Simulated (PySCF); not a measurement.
Compound: C10H8O2.
Geometry (GFN2-xTB, Å), atoms numbered from 1 in this order:
```
atom  x, y, z in Å
C1     2.8308    0.2854   -2.5333
C2     2.0799    0.4997   -1.6218
C3     1.2090    0.7623   -0.5381
C4     1.4315    1.8482    0.3046
C5     0.5897    2.0826    1.3759
C6    -0.4974    1.2589    1.6006
C7    -0.7452    0.1821    0.7577
C8     0.1184   -0.0874   -0.3057
O9    -0.0576   -1.1650   -1.1348
C10   -0.9628   -2.1188   -0.6302
C11   -2.2055   -1.4245   -0.0752
O12   -1.8538   -0.5906    1.0047
H13    3.4830    0.0947   -3.3324
H14    2.2757    2.4929    0.1134
H15    0.7735    2.9169    2.0349
H16   -1.1760    1.4292    2.4209
H17   -1.2139   -2.7774   -1.4628
H18   -0.4870   -2.7023    0.1705
H19   -2.9255   -2.1473    0.3112
H20   -2.6718   -0.8292   -0.8727
```

Computed with PBE0/pcSseg-1 in PySCF (dipole) on a GFN2-xTB geometry, gas phase.

Take the most abundant isotopes and a rigid rotor. The values belong to one conformer with, in the numbering `[CH:1]#[C:2][c:3]1[cH:4][cH:5][cH:6][c:7]2[c:8]1[O:9][CH2:10][CH2:11][O:12]2`, C7–C8–O9–C10 -14°, C8–O9–C10–C11 45°, O9–C10–C11–O12 -63°, C10–C11–O12–C7 46°.

Question: Give the principal moments of inertia and the rotational constants in MHz.

Answer: Ia = 346.27, Ib = 529.16, Ic = 859.83 u·Å²; 505379 MHz·u·Å²/I gives A = 1459, B = 955.1, C = 587.8 MHz.

Question: What kind of rotor is it?

Answer: An asymmetric top. Ray's parameter κ = (2B − A − C)/(A − C) = -0.157; −1 is the prolate and +1 the oblate limit.

Question: What does the inertial defect say?

Answer: Not planar: Δ = Ic − Ia − Ib = -15.59 u·Å². For a rigid frame Δ = −2 Σ m c², so Σ m c² = 7.80 u·Å² lies off the ab plane: 4.31 from hydrogen and 3.49 from heavier atoms. The atom farthest from that plane is 1.46 Å away.

Question: Give the other two planar moments, Paa and Pbb, and the rms extents of the mass along the axes.

Answer: Paa = Σ m a² = (Ib + Ic − Ia)/2 = 521.36 and Pbb = Σ m b² = (Ia + Ic − Ib)/2 = 338.47 u·Å². With the mass M = 160.05 u, the rms extents √(P/M) along a, b and c are 1.80, 1.45, 0.22 Å.

Question: Which types of transition are allowed, and where do some lines up to J = 3 fall?

Answer: The dipole components are |μa| = 1.70 D, |μb| = 0.78 D, |μc| = 0.01 D. The squared components, which scale the intensities, stand as 1.00 : 0.21 : 0.00 (a : b : c). Some lines, for components of 0.1 D or more:

```tsv
type	branch	J(Ka,Kc)	MHz	lower level (cm⁻¹)
a	Q	1(1,0) ← 1(1,1)	367	0.068
a	Q	3(2,1) ← 3(2,2)	603	0.401
b	Q	1(1,0) ← 1(0,1)	872	0.051
b	Q	2(2,0) ← 2(1,1)	1653	0.196
b	Q	3(2,1) ← 3(1,2)	1677	0.365
b	R	1(1,1) ← 0(0,0)	2047	0.000
a	Q	3(1,2) ← 3(1,3)	2167	0.292
b	R	2(0,2) ← 1(1,1)	2441	0.068
b	Q	2(2,1) ← 2(1,2)	2615	0.159
a	R	2(1,2) ← 1(1,1)	2718	0.068
a	R	2(0,2) ← 1(0,1)	2946	0.051
b	Q	3(3,0) ← 3(2,1)	2949	0.421
b	R	2(1,2) ← 1(0,1)	3223	0.051
b	Q	3(2,2) ← 3(1,3)	3242	0.292
b	Q	3(3,1) ← 3(2,2)	3516	0.401
b	R	3(1,2) ← 2(2,1)	3554	0.246
b	R	3(0,3) ← 2(1,2)	3888	0.159
b	R	3(1,3) ← 2(0,2)	4279	0.150
a	R	3(2,2) ← 2(2,1)	4628	0.246
b	R	2(2,1) ← 1(1,0)	4966	0.081
a	R	3(1,2) ← 2(1,1)	5067	0.196
a	R	3(2,1) ← 2(2,0)	5092	0.251
b	R	2(2,0) ← 1(1,1)	5473	0.068
b	R	3(2,1) ← 2(1,2)	7847	0.159
b	R	3(3,1) ← 2(2,0)	8005	0.251
b	R	3(3,0) ← 2(2,1)	8181	0.246
```

No GFN2-xTB frequencies stand behind this structure, so it isn't proved a minimum. Constants of a rigid frame at the computed geometry: no zero-point averaging, no centrifugal distortion.
